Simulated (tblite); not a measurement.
Species: C5H14FNSi2.
Numbering: `[NH2:1][CH2:2][C@@H:3]([SiH3:4])[SiH2:5]/[CH:6]=[CH:7]/[CH2:8][F:9]` (hydrogens: H10, H11 on N1; H12, H13 on C2; H14 on C3; H15, H16, H17 on Si4; H18, H19 on Si5; H20 on C6; H21 on C7; H22, H23 on C8)

Computed with GFN2-xTB (tblite), gas phase: L-BFGS steps from a force-field or distance-geometry start until the largest atomic force falls under 0.01 eV/Å.

Step 13: E = -786.1709 eV
```
atom  x, y, z in Å  |  force x, y, z in eV/Å
N1     -3.2777    0.8507    1.0426   -0.022   0.014  -0.024
C2     -2.7960   -0.0775    0.0281    0.092  -0.008   0.011
C3     -1.4399   -0.7319    0.3428    0.023  -0.004   0.074
Si4    -0.9218   -1.9266   -1.0507    0.026   0.046  -0.007
Si5    -0.1006    0.5451    0.8527   -0.048   0.006   0.036
C6      1.4208    0.5117   -0.2515   -0.065  -0.029   0.008
C7      2.6330    0.7046    0.2431   -0.061   0.011   0.045
C8      3.9028    0.7378   -0.5396    0.048   0.015  -0.036
F9      4.7541   -0.2595   -0.1166    0.063  -0.113   0.017
H10    -3.0784    1.8093    0.7842    0.068  -0.050   0.092
H11    -2.8324    0.6664    1.9356   -0.123  -0.028  -0.048
H12    -2.7418    0.4529   -0.9248   -0.005  -0.007  -0.049
H13    -3.5539   -0.8661   -0.0868    0.058   0.036   0.068
H14    -1.5994   -1.3630    1.2289   -0.021   0.073  -0.042
H15     0.2003   -2.7449   -0.6072    0.052  -0.061   0.071
H16    -0.4984   -1.1751   -2.2290   -0.036   0.083  -0.122
H17    -2.0513   -2.7710   -1.4307   -0.062  -0.053   0.016
H18     0.3386    0.2897    2.2345   -0.049  -0.021  -0.010
H19    -0.6013    1.9329    0.8275   -0.026  -0.028  -0.066
H20     1.3013    0.3555   -1.3147    0.052   0.060  -0.046
H21     2.7485    0.8279    1.3088    0.124   0.034   0.075
H22     3.7348    0.5858   -1.6072   -0.044  -0.090  -0.107
H23     4.4540    1.6721   -0.3869   -0.045   0.116   0.047
```

Step 14: E = -786.1765 eV
```
atom  x, y, z in Å  |  force x, y, z in eV/Å
N1     -3.2802    0.8517    1.0405    0.024   0.004  -0.046
C2     -2.7930   -0.0767    0.0282    0.011   0.014  -0.008
C3     -1.4373   -0.7335    0.3416   -0.063   0.026   0.078
Si4    -0.9227   -1.9271   -1.0521    0.020  -0.005  -0.020
Si5    -0.1009    0.5425    0.8511   -0.059   0.071   0.111
C6      1.4219    0.5161   -0.2462   -0.001  -0.051   0.004
C7      2.6366    0.7005    0.2453   -0.014   0.092   0.035
C8      3.9052    0.7373   -0.5413    0.053   0.003  -0.048
F9      4.7565   -0.2602   -0.1160    0.062  -0.079   0.002
H10    -3.0696    1.8092    0.7854    0.075  -0.061   0.130
H11    -2.8479    0.6560    1.9376   -0.122   0.010  -0.054
H12    -2.7459    0.4524   -0.9254    0.025   0.005  -0.057
H13    -3.5549   -0.8608   -0.0830    0.067  -0.022   0.053
H14    -1.6064   -1.3592    1.2286    0.019   0.035  -0.028
H15     0.1997   -2.7476   -0.6107    0.048  -0.047   0.066
H16    -0.5036   -1.1740   -2.2313   -0.035   0.080  -0.116
H17    -2.0496   -2.7790   -1.4302   -0.045  -0.025   0.024
H18     0.3308    0.2982    2.2373   -0.041  -0.037  -0.011
H19    -0.6046    1.9300    0.8265   -0.026  -0.033  -0.078
H20     1.3028    0.3641   -1.3088    0.043   0.046  -0.091
H21     2.7635    0.8301    1.3090    0.082   0.002   0.080
H22     3.7383    0.5829   -1.6094   -0.053  -0.094  -0.088
H23     4.4565    1.6742   -0.3935   -0.073   0.065   0.061
```

Q: Estimate the geometry and energy of step 15. (The exact step hangs on the optimiser's Hessian estimate; all steps are aligned on step 14, rigid shifts and turns removed.)

A: E = -786.1820 eV, largest force 0.170 eV/Å
```
atom  x, y, z in Å  |  force x, y, z in eV/Å
N1     -3.2829    0.8525    1.0374    0.048  -0.001  -0.057
C2     -2.7900   -0.0755    0.0279   -0.065   0.031  -0.033
C3     -1.4356   -0.7344    0.3413   -0.107   0.045   0.037
Si4    -0.9232   -1.9278   -1.0540    0.018  -0.042  -0.031
Si5    -0.1023    0.5410    0.8515   -0.036   0.104   0.129
C6      1.4230    0.5195   -0.2407    0.065  -0.054   0.004
C7      2.6402    0.6982    0.2480    0.043   0.140   0.013
C8      3.9085    0.7366   -0.5440    0.028  -0.016  -0.042
F9      4.7599   -0.2620   -0.1155    0.037  -0.011  -0.023
H10    -3.0591    1.8083    0.7892    0.082  -0.039   0.142
H11    -2.8657    0.6459    1.9388   -0.111   0.025  -0.036
H12    -2.7497    0.4518   -0.9269    0.051   0.011  -0.054
H13    -3.5547   -0.8559   -0.0784    0.063  -0.082   0.029
H14    -1.6130   -1.3551    1.2281    0.048  -0.013   0.005
H15     0.2000   -2.7512   -0.6130    0.025  -0.016   0.051
H16    -0.5094   -1.1715   -2.2356   -0.043   0.056  -0.079
H17    -2.0487   -2.7876   -1.4293   -0.011   0.014   0.036
H18     0.3223    0.3060    2.2402   -0.028  -0.051   0.007
H19    -0.6086    1.9267    0.8240   -0.032  -0.015  -0.084
H20     1.3051    0.3737   -1.3045    0.035   0.034  -0.089
H21     2.7799    0.8321    1.3107    0.030  -0.029   0.051
H22     3.7410    0.5781   -1.6131   -0.046  -0.083  -0.031
H23     4.4581    1.6775   -0.3990   -0.093  -0.011   0.056
```

The energy changes by -0.0055 eV. The first-order estimate −F·Δx gives -0.0075 eV and the mean of the old and new forces, exact on a quadratic surface, -0.0055 eV. The step makes an angle of 67° with the force vector and moves no atom by more than 0.020 Å.

The cost below is that of the whole relaxation. On an Arm Neoverse N1 with one thread, no GPU, shared host, this took 3.9 s of wall time.
